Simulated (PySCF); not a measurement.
B3LYP has the VWN-RPA correlation part, as in Gaussian. Excitations are Tamm–Dancoff values on a coarser integration grid. The basis has no diffuse functions, so Rydberg states are missing or too high.

Cartesian coordinates (Å):
```xyz
7

O     -1.3042     0.0595    -1.1215
C     -0.5157    -0.0650    -0.0110
Si     1.2132     0.0283     0.0201
H     -2.1884    -0.2743    -0.9381
H     -1.0346    -0.3240     0.9093
H      1.9964     0.4994    -1.1326
H      1.8333     0.0759     1.3519
```
Charge 0, spin multiplicity 1.

**Question.** Estimate the S1 oscillator strength, dipole moment, total energy, LUMO and brightest of the four lowest singlets (TDA) that B3LYP-D3(BJ)/def2-TZVP in PySCF returns for this input.

**Answer.** 
```json
{
  "S1 oscillator strength": "0.003",
  "dipole_moment": "1.57 D",
  "total_energy": "-11027.12 eV",
  "LUMO": "-1.14 eV",
  "brightest of the four lowest singlets (TDA)": "5.15 eV"
}
```
